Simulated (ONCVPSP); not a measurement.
# What the settings do to the ONCV potential of Sn

Base potential:

* Element: Sn (Z = 50)
* Generator: ONCVPSP 4.0.1
* Type: optimised norm-conserving Vanderbilt (ONCV)
* Functional: LDA (Perdew-Wang 92)
* Relativity: non-relativistic
* Frozen core: [Kr]
* Valence charge: 14
* Reference configuration: 4d10 5s2 5p2
* Partial waves: 5s: rc 1.85 bohr, ncon 5, nbas 9, qcut 2.9 1/bohr, 1 projector; 5p: rc 1.85 bohr, ncon 4, nbas 9, qcut 4.8 1/bohr, 1 projector; 4d: rc 1.30 bohr, ncon 4, nbas 9, qcut 10.5 1/bohr, 2 projectors, debl 0.8 Ha
* Local potential: polynomial inside 0.95 bohr (lpopt 5, dvloc0 -1 Ha)
* Core correction: Teter function, fcfact 2.75, rcfact 1.1

In the d channel the program set the typed energies aside and used -1.005, 0.250 Ha.

Cutoffs, loose and tight: the cutoffs (Ha) at which the residual kinetic energy of the hardest occupied pseudo-wave falls to 1 and 0.1 mHa per electron. They do not see the model core or the augmentation charge, which bear on the density cutoff. Test errors are all-electron minus pseudo excitation energies from the reference, over the configurations 4d10 5s2 5p1; 4d10 5s2 5p0; 4d10 5s1 5p0; 4d10 5s0 5p4. A dash means not determined; rows that change the core or the reference have their own tests. The largest error is taken over the tests solved by every variant that gives reliable tests at all: 4d10 5s0 5p4; 4d10 5s2 5p0; 4d10 5s2 5p1.

A true bound ghost makes a file unfit for plane-wave use even where its test errors are small: the radial tests pick states by their node count and pass the ghost by.

```csv
change,outcome,"cutoff, loose","cutoff, tight",bound ghosts,GHOST(+) flags above zero,largest test error (meV)
base,"generated, projector energies reset by the program",42 Ha,68 Ha,"s, p",s,+17
"core correction Teter function, fcfact 2.75, rcfact 1","generated, projector energies reset by the program",42 Ha,68 Ha,"s, p",s,+17
"core correction Teter function, fcfact 2.75, rcfact 1.26","generated, projector energies reset by the program",42 Ha,68 Ha,"s, p",s,+17
"core correction Teter function, fcfact 2.75, rcfact 1.44","generated, projector energies reset by the program",42 Ha,68 Ha,"s, p",s,+17
"core correction Teter function, fcfact 2.75, rcfact 1.6","generated, projector energies reset by the program",42 Ha,68 Ha,"s, p",s,+15
"core correction Teter function, fcfact 2.75, rcfact 1.76","generated, projector energies reset by the program",42 Ha,68 Ha,"s, p",s,+11
"core correction Teter function, fcfact 2.75, rcfact 1.86","generated, projector energies reset by the program",42 Ha,68 Ha,"s, p",s,-8.9
"core correction Teter function, fcfact 2.75, rcfact 2.06","generated, projector energies reset by the program",42 Ha,68 Ha,"s, p",s,-19
```

Reading the sweep of the rcfact (base included, trends over the rows without a ghost): Bound ghosts are found at 1, 1.1, 1.26, 1.44, 1.6, 1.76, 1.86, 2.06. Every judged row has one, so this setting neither creates nor removes them.
